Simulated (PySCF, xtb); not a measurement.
CH6AlClO2Si, SMILES [OH][Al]([CH2][SiH2]Cl)[OH].

GFN2-xTB run with xtb 6.7.1 at its own geometry gives an orbital gap of 4.35 eV and a dipole moment of 3.15 D.

Coordinates come from a PBE-D3(BJ)/def2-SVP optimisation. The structure was generated by enumeration; whether it is a known compound was not checked. Other conformers were not sampled.

Question: What does PBE0/def2-TZVP in PySCF give? (Estimate from the structure and the level; the computed values follow.)

Answer: gap 7.88 eV (levels -8.45 and -0.58 eV), dipole 3.97 D.
